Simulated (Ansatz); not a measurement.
Consider the formal exchange of groups at a C–C bond: `CC(C)CC(C)(C)C` + `CC[O][InH][Cl]` → `CC[O][In]([CH3])[Cl]` + `CC(C)CC(C)C`.

Isolated molecules relaxed with PBE0-D4/def2-TZVP in Ansatz; ΔE leaves out vibrations. CBS: MP2 limit from def2 TZ/QZ plus the TZ coupled-cluster correction, frozen cores. DFT in def2-TZVPP. B3LYP here is the variant with VWN-RPA as its local correlation; programs differ in this. Elements past krypton have def2 core potentials. For In outer-core shells are correlated without core-valence functions, which leaves a few kJ/mol of doubt a bond. One conformer a species, not always the lowest.

| level | ΔE (eV) |
| --- | --- |
| PBE0-D4 | -0.39 |
| ωB97X-V | -0.35 |
| ωB97M-V | -0.36 |
| B3LYP | -0.52 |
| HF/def2-TZVPP | -0.46 |
| MP2/def2-QZVPP | -0.43 |
| SCS-MP2/def2-QZVPP | -0.43 |
| MP2/CBS(def2) | -0.44 |

(1) What does CCSD(T)/CBS give? (Estimate.)

Largest T1 diagnostic among the species: 0.015.

Results:

(1) Ansatz gave: -0.41 eV. The listed levels differ from it by 0.02, 0.06, 0.05, -0.11, -0.05, -0.02, -0.02, -0.03 eV.

The D4 term adds +0.11 eV with B3LYP and +0.06 eV with PBE0; it sums over pairs of atoms, weighted by their polarisabilities, and B3LYP, whose exchange is more repulsive, gets the larger term. In def2-TZVPP, CCSD(T) changes the Hartree–Fock value by +0.08 eV (the triples alone add +0.01 eV) and MP2 by +0.05 eV.
